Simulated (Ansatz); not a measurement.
(CuSH)4 ring (Cu4H4S4). The state is a singlet with charge 0. Geometry r2SCAN-D4/def2-SVP, basis def2-TZVP, Ansatz.

```csv
run,HOMO (eV),LUMO (eV)
A,-9.25,0.55
B,-6.95,-1.40
C,-9.20,0.42
D,-5.42,-2.18
E,-5.59,-2.05
F,-10.12,1.66
```

Question: The runs used HF, PBE, PBE0, r2SCAN, ωB97M-V, ωB97X-V. Estimate which is which.

Answer: A ωB97X-V (range-separated); B PBE0 (25 % exact exchange); C ωB97M-V (range-separated); D PBE (0 % exact exchange); E r2SCAN (0 % exact exchange); F HF (100 % exact exchange). Exact exchange lowers occupied and raises empty levels; among semilocal functionals meta-GGAs tend to open the gap a little, and such runs are hard to tell apart. The gap grows from 3.25 eV (PBE) to 11.78 eV (HF).
